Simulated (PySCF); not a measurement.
These 4 structures share the formula C5H7O2P. Method: PySCF, PBE0-D3(BJ)/def2-SVP geometry optimisation, gas phase. Energies are electronic, without zero-point or thermal terms, for one conformer each. No frequencies were run at this level. Point groups hold within 0.08 Å.

Question: Rank from lowest to highest electronic energy at this level (kcal/mol).
A. `[OH:1][CH2:2][PH:3][c:4]1[cH:5][cH:6][cH:7][o:8]1` with H–O1–C2–P3 -53°, O1–C2–P3–C4 47°, C2–P3–C4–C5 -79°
B. `[CH3:1][O:2][c:3]1[cH:4][p:5][c:6]([CH3:7])[o:8]1` with C1–O2–C3–C4 178°
C. `[CH:1]#[C:2][P@@:3]([CH3:4])(=[O:5])[C:6]([CH3:7])=[O:8]` with C2–P3–C6–C7 -95°
D. `[CH3:1][O:2][c:3]1[o:4][cH:5][p:6][c:7]1[CH3:8]` with C1–O2–C3–O4 -8°

Answer: B (0.0), D (3.1), A (5.6), C (25.1).

As drawn, the lowest has an aromatic ring, which the highest lacks; the highest has a C=O bond, a C≡C bond and a P=O bond, which the lowest lacks. Neighbours under 2.5 kcal/mol apart (COc1ocpc1C and OCPc1ccco1) can change places with a better method, another conformer or zero-point energy.

| SMILES | E (Eh) | E rel (kcal/mol) | dipole (D) | point group | A, B, C (MHz) |
| --- | --- | --- | --- | --- | --- |
| COc1cpc(C)o1 | -685.64696 | 0.0 | 2.83 | Cs | 3176, 1362, 964.7 |
| COc1ocpc1C | -685.64194 | 3.1 | 2.46 | – | 2938, 1503, 1008 |
| OCPc1ccco1 | -685.63811 | 5.6 | 1.66 | C1 | 3274, 1201, 1044 |
| C#C[P@@](C)(=O)C(C)=O | -685.60699 | 25.1 | 2.24 | C1 | 2004, 1439, 1335 |

Q: How do the relative energies change in single points at PBE0/pcSseg-1 (no added dispersion term) on the same geometries?

A: 
```csv
SMILES,PBE0-D3(BJ)/def2-SVP (kcal/mol),PBE0/pcSseg-1 (kcal/mol),shift
COc1cpc(C)o1,0.0,0.0,0.0
COc1ocpc1C,3.1,3.1,0.0
OCPc1ccco1,5.6,4.8,-0.8
C#C[P@@](C)(=O)C(C)=O,25.1,16.6,-8.5
```

Each column counts from its own lowest isomer. The order is unchanged; the largest shift is 8.5 kcal/mol.
